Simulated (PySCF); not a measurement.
Energy landscape of CH6Ge, singlet: internal rotation, threefold axis kept, other coordinates relaxed. Scanned: torsion (0 = eclipsed). Other coordinates (C-Ge length, H-C-Ge angle, H-Ge-C angle, C-H length, Ge-H length) were minimised at PBE0/def2-TZVP.

RKS-M06-2X/6-31G* = PySCF with restricted M06-2X/6-31G*, spherical d; PBE0/cc-pVDZ (PySCF); RHF/6-31G* = restricted Hartree-Fock/6-31G*, spherical d run with PySCF; CCSD(T) on RHF/cc-pVDZ, 10 core orbitals frozen (PySCF).

Energies relative to the lowest point of each profile, in kJ/mol:

| at / ° | RKS-M06-2X/6-31G* | PBE0 | RHF/6-31G* |
|---|---|---|---|
| 0 | 4.35 | 4.84 | 4.67 |
| 10 | 4.06 | 4.52 | 4.34 |
| 20 | 3.28 | 3.62 | 3.53 |
| 30 | 2.19 | 2.42 | 2.37 |
| 40 | 1.11 | 1.20 | 1.21 |
| 50 | 0.31 | 0.33 | 0.33 |
| 60 | 0.00 | 0.00 | 0.00 |

### Question
Predict the corresponding CCSD(T) column.

### Answer
0: 5.14; 10: 4.79; 20: 3.83; 30: 2.56; 40: 1.26; 50: 0.36; 60: 0.00 (kJ/mol).
